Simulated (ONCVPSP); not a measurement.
u(r) = r·R(r): atom against pseudo-atom (magnesium)

Columns: radius, all-electron u(r) and pseudo u(r) of the 2p shell (level -46.55 eV) of magnesium in the configuration [He] 2s2 2p6 3s2; PBEsol, scalar-relativistic, ONCV scheme, ONCVPSP 4.0.1.

```tsv
r (bohr)	all-electron	pseudo
0.053	0.1101	0.0636
0.105	0.3222	0.2312
0.158	0.5506	0.4642
0.210	0.7476	0.7002
0.262	0.9040	0.9003
0.315	1.0199	1.0441
0.368	1.0955	1.1267
0.420	1.1366	1.1610
0.473	1.1507	1.1643
0.525	1.1433	1.1488
0.578	1.1198	1.1211
0.630	1.0851	1.0851
0.683	1.0414	1.0413
0.735	0.9932	0.9931
0.788	0.9407	0.9406
0.840	0.8876	0.8875
0.893	0.8331	0.8330
0.945	0.7801	0.7800
0.998	0.7274	0.7273
1.050	0.6774	0.6773
1.102	0.6294	0.6293
1.155	0.5828	0.5828
1.208	0.5388	0.5387
1.260	0.4980	0.4980
1.313	0.4590	0.4590
1.365	0.4233	0.4232
```

(1) How many radial nodes do the two functions have?

(2) At about which radius was the pseudo-wave matched?

(3) Where does each function peak?

(4) Is the pseudo-wave norm-conserving?

## Answers

(1) The all-electron 2p function has n − l − 1 = 0; the pseudo-wave has 0.

(2) 0.70 bohr. The columns agree to 0.0005 from 0.63 bohr on; several derivatives are matched, so the curves merge somewhat inside the radius.

(3) Outermost all-electron maximum near 0.47 bohr, pseudo maximum near 0.47 bohr (to the table’s step).

(4) Yes: the ONCV scheme keeps the norm inside the radius equal to the all-electron one, which fixes the energy derivative of the logarithmic derivative at the level.
